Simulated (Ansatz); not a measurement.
Reaction (hydrogenolysis of the Si–Al bond): `C[SiH](C)[AlH][OH]` + H₂ → `C[SiH2]C` + `[OH][AlH2]`

Calculated with Ansatz (gas phase, PBE0-D4/def2-TZVP geometries, no zero-point term in ΔE). CCSD(T)/CBS adds triple-zeta CCSD(T) − MP2 to the extrapolated MP2 energy (def2 sets, frozen cores). This one scheme is used for every species. Functionals use def2-TZVPP. Each species was taken in one conformer, which may not be the lowest.

`C[SiH](C)[AlH][OH]`:

Cartesian coordinates in Å:
```
C -1.700 0.706 0.232
Si 0.105 0.304 0.581
C 0.237 -1.276 1.602
Al 1.432 0.179 -1.481
O 0.661 0.732 -2.897
H -2.168 -0.088 -0.354
H -1.790 1.633 -0.337
H -2.260 0.818 1.164
H 0.677 1.415 1.410
H -0.311 -1.171 2.542
H 1.277 -1.509 1.843
H -0.182 -2.130 1.063
H 2.929 -0.355 -1.619
H 1.095 0.741 -3.749
```

H₂:

Cartesian coordinates in Å:
```
H 0.195 0.149 -0.281
H -0.195 -0.149 0.281
```

`C[SiH2]C`:

```xyz
11

C    -0.400   -1.522    0.155
Si   -0.627    0.300   -0.209
C     0.966    1.251    0.034
H    -1.333   -2.071    0.010
H    -0.075   -1.675    1.187
H     0.354   -1.960   -0.505
H    -1.682    0.858    0.685
H    -1.099    0.471   -1.614
H     1.321    1.159    1.064
H     0.825    2.313   -0.180
H     1.750    0.875   -0.628
```

`[OH][AlH2]`:

```xyz
5

O    -0.054    0.583   -1.067
Al    0.037   -0.407    0.307
H    -0.142    1.533   -1.025
H    -0.021    0.245    1.750
H     0.180   -1.954    0.035
```

**Question.** Is it downhill or uphill in electronic energy at CCSD(T)/CBS, and by how much? (Estimate.)

**Answer.** Ansatz gave: Downhill: ΔE = -24.3 kJ/mol.

**Question.** What do these levels give: PBE-D4, ωB97M-V, CAM-B3LYP, CCSD/def2-SVP, MP2/def2-TZVPP, CCSD/def2-TZVPP? (Best estimate.)

**Answer.** The calculation gave: PBE-D4 -9.1, ωB97M-V -31.9, CAM-B3LYP -39.5, CCSD/def2-SVP -37.6, MP2/def2-TZVPP -27.3, CCSD/def2-TZVPP -31.9 kJ/mol.

Largest T1 diagnostic among the species: 0.012.

From PBE to PBE0 (25 % exact exchange), in def2-TZVPP and without D4, ΔE moves by −6.7 kJ/mol. In def2-TZVPP, CCSD(T) changes the Hartree–Fock value by +30.9 kJ/mol (the triples alone add +5.7 kJ/mol) and MP2 by +29.8 kJ/mol.
